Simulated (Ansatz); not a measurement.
Cost and result up the ladder for Li₉ (the lowest doublet isomer of a short search) (9 atoms). The state is a doublet with charge 0. Geometry: r2SCAN/def2-TZVP.

```xyz
9

Li   -1.3615    0.8935   -2.2324
Li    1.9250    1.0379    1.6938
Li   -2.2683   -1.1402    0.1060
Li   -0.0261   -1.7265   -2.1542
Li   -0.0009   -0.0032   -0.0008
Li    1.8030    0.8806   -1.5476
Li   -0.8774    2.2859    0.6582
Li   -0.5392   -0.2173    2.6969
Li    1.3454   -2.0106    0.7800
```

Ansatz on 4 threads of Arm Neoverse V1 on a shared host. Times are rough, and most runs start from the orbitals of an earlier one. PBE0/def2-TZVPD serves as the yardstick here, not as an exact answer. Differences are given only for rows in sets of like size (and for xTB, whose basis is part of the method), since another set adds its own error. Binding counts from free atoms at the same level (Li doublet; other spins of the atoms weren't run), without zero-point energy or a counterpoise term.

B3LYP takes the VWN-RPA correlation. HSE06 is defined as in plane-wave codes, on full-range PBE exchange. Correlated methods freeze no core orbitals; core or outer-core shells of Li are correlated, in sets that lack core-valence functions. The structure comes from a short search, and lower isomers may exist.

Run but left out: HF/def2-TZVP, MP2/def2-TZVP (⟨S²⟩ 1.23, where a pure state has 0.75).

Correlated methods converge slowly with the basis.

| level | functions | wall time |
| --- | --- | --- |
| PBE/def2-TZVP | 126 | 2.5 s |
| revPBE/def2-TZVP | 126 | 2.5 s |
| PBE/def2-SVP | 81 | 2.7 s |
| B3LYP/def2-TZVP | 126 | 3.2 s |
| HSE06/def2-TZVP | 126 | 3.3 s |
| RPA@PBE/def2-TZVP | 126 | 4 s |
| PBE/def2-TZVPD | 153 | 4.1 s |
| BHLYP/def2-TZVP | 126 | 6 s |
| PBE-QIDH/def2-TZVP | 126 | 8 s |
| PBE0/def2-TZVPD | 153 | 8.5 s |
| PBE0/def2-TZVP | 126 | 10 s |
| r2SCAN/def2-TZVP | 126 | 12 s |
| B2PLYP/def2-TZVP (with forces) | 126 | 12 s |
| r2SCAN/def2-TZVPD | 153 | 16 s |

**Question.** Estimate what each level gives for the binding energy per atom (eV).

**Answer.** 
```
                         level  binding energy per atom (eV)  difference from PBE0/def2-TZVPD (eV)                        remarks
                 PBE/def2-TZVP                          0.95                                  0.03                              –
              revPBE/def2-TZVP                          0.90                                 -0.02                              –
                  PBE/def2-SVP                          0.99                                     –                              –
               B3LYP/def2-TZVP                          0.84                                 -0.08                              –
               HSE06/def2-TZVP                          0.92                                  0.00                              –
             RPA@PBE/def2-TZVP                          0.61                                 -0.32                              –
                PBE/def2-TZVPD                          0.96                                  0.03                              –
               BHLYP/def2-TZVP                          0.80                                 -0.12                              –
            PBE-QIDH/def2-TZVP                          0.85                                 -0.07  spin-contaminated (⟨S²⟩ 0.86)
               PBE0/def2-TZVPD                          0.92                                  0.00                              –
                PBE0/def2-TZVP                          0.92                                  0.00                              –
              r2SCAN/def2-TZVP                          0.93                                  0.01                              –
B2PLYP/def2-TZVP (with forces)                          0.82                                 -0.10                              –
             r2SCAN/def2-TZVPD                          0.93                                  0.01                              –
```
